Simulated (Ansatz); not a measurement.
Reaction (redistribution): `[MgH][O][SiH3]` + `C=C(C)[SiH3]` → `C=C([SiH3])[SiH3]` + `C[O][MgH]`

Computed with Ansatz on PBE0-D4/def2-TZVP structures; ΔE is electronic, products minus reactants. CCSD(T)/CBS is the MP2 limit (def2-TZVPP, def2-QZVPP) plus CCSD(T) − MP2 in def2-TZVPP, frozen cores. DFT in def2-TZVPP. B3LYP here is the variant with VWN-RPA as its local correlation; programs differ in this. For Mg outer-core shells are correlated without core-valence functions, which leaves a few kJ/mol of doubt a bond.

| level | ΔE (kJ/mol) | difference from CCSD(T)/CBS |
| --- | --- | --- |
| PBE-D4 | 168.8 | -17.7 |
| PBE0-D4 | 175.7 | -10.8 |
| B3LYP-D4 | 178.5 | -8.0 |
| ωB97X-V | 179.9 | -6.6 |
| B2PLYP | 185.2 | -1.3 |
| PBE | 169.9 | -16.6 |
| r2SCAN | 183.0 | -3.5 |
| PBE0 | 176.9 | -9.6 |
| HF/def2-TZVPP | 193.0 | 6.5 |
| MP2/def2-TZVPP | 191.7 | 5.2 |
| CCSD/def2-TZVPP | 187.3 | 0.8 |
| CCSD(T)/def2-TZVPP | 185.4 | -1.1 |
| HF/def2-QZVPP | 194.0 | 7.5 |
| MP2/def2-QZVPP | 192.7 | 6.2 |
| HF/CBS(def2) | 194.2 | 7.7 |
| MP2/CBS(def2) | 192.8 | 6.3 |
| CCSD(T)/CBS | 186.5 | 0 |

Largest T1 diagnostic among the species: 0.012.

From PBE to PBE0 (25 % exact exchange), in def2-TZVPP and without D4, ΔE moves by +6.9 kJ/mol.
